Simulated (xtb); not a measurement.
BN, triplet, geometry from GFN2-xTB, atoms displaced at random by about 0.1 Å a coordinate. Base run: GFN2-xTB (xtb).

Input for xtb:
```
$ xtb mol.xyz --gfn 2 --uhf 2 --opt --json

# file mol.xyz
2

B      0.11240075    -0.05909980    -0.80891572
N     -0.02994673    -0.05091943     0.59758021
```

The base run was repeated with changes; each row names its change, and settings that it needs were set with it.

```json
[
 {"change": "base", "ΔE vs base (µEh)": "0.0", "optimiser steps": "5"},
 {"change": "engine = lbfgs", "ΔE vs base (µEh)": "0.0", "optimiser steps": "-"},
 {"change": "alpb = dmso", "ΔE vs base (µEh)": "-5856", "optimiser steps": "5"},
 {"change": "opt level = crude", "ΔE vs base (µEh)": "2.8", "optimiser steps": "4"},
 {"change": "opt level = loose", "ΔE vs base (µEh)": "0.0", "optimiser steps": "5"},
 {"change": "opt level = lax", "ΔE vs base (µEh)": "0.0", "optimiser steps": "5"},
 {"change": "alpb = ether", "ΔE vs base (µEh)": "-4842", "optimiser steps": "5"},
 {"change": "engine = inertial", "ΔE vs base (µEh)": "0.0", "optimiser steps": "-"},
 {"change": "opt level = tight", "ΔE vs base (µEh)": "0.0", "optimiser steps": "6"},
 {"change": "opt level = vtight", "ΔE vs base (µEh)": "0.0", "optimiser steps": "6"}
]
```
